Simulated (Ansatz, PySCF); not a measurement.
This triplet lies 0.84 eV below the relaxed singlet at the level B3LYP/cc-pVTZ // PBE0-D3(BJ)/def2-TZVP (Ansatz, a first-principles code).

```xyz
5

C      1.2216     0.0762    -0.0456
C     -0.0659    -0.0036    -0.2158
N     -1.2214    -0.0744    -0.3686
H      2.2867     0.1391     0.0952
H     -2.2210    -0.1372    -0.5009
```

Charge 1, multiplicity 3.

Question: Give the Mulliken and meta-Löwdin atomic charges from PBE-D3(BJ)/def2-TZVP // PBE0-D3(BJ)/def2-TZVP (PySCF).

Answer: 
```tsv
atom	Mulliken (e)	meta-Löwdin (e)
C1	0.13	0.11
C2	0.10	0.27
N3	0.09	0.00
H4	0.29	0.26
H5	0.38	0.37
```
